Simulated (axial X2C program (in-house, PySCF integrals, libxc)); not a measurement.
## Worked dissociation energy of NaZr: PBE0, scalar-relativistic

Calculated with an in-house all-electron X2C program for linear molecules (integrals from PySCF). Spin-free means the one-electron spin-free X2C Hamiltonian. Basis: Zr dyall-cv3z [11s12p9d6f3g], Na dyall-cv3z [9s8p5d2f] (cores contracted in-house); Gaussian nuclei, density fitting, unrestricted open shells. Masses: Zr 89.905 u, Na 22.990 u.

Molecular state: M_S = 3/2, Λ = 2 (beyond evenly filled blocks: π+α, π-α, δ+α).

* E(Zr) (2M_S = 2, M_L = 0): -3597.958447 hartree
* E(Na) (2M_S = 1, M_L = 0): -162.395984 hartree
* E(NaZr) at Re: -3760.378936 hartree
* ωe: 144.2 cm⁻¹
* ωexe: 0.782 cm⁻¹

Work out De and D0.

De = -3597.958447 + (-162.395984) − (-3760.378936) = 0.02450 hartree = 0.667 eV. The zero-point energy is ωe/2 − ωexe/4 = 72 cm⁻¹ = 0.009 eV, so D0 = 0.658 eV.

One determinant describes the state; a PBE0 search over occupations chose it and may have missed a lower one. De is counted from the lowest determinant-based energies of the atoms at the same level, without counterpoise correction. PBE0 can misorder states that lie within some tenths of an eV, so this need not be the ground state of the molecule. The nearest other spin-free determinant of the search, M_S = 3/2, Λ = 3, lies 0.02 eV up at the distance of the search. The functionals have no current-density term, which raises determinants with orbital currents, atoms included. The atomic limit has a lower orbital projection than the molecule and lies lower at mean-field level, so De may be about a tenth of an eV too small. The determinant is spin-polarised beyond a pure state at some levels (its spin-free form has ⟨S²⟩ too high), which makes Re and μ there less reliable.

The bond is weak, and without diffuse functions and with truncated virtuals even CCSD(T) can be tens of per cent off in De.

Each atomic determinant is the lowest at this level and need not be a pure term. Totals compare only within one Hamiltonian and basis.
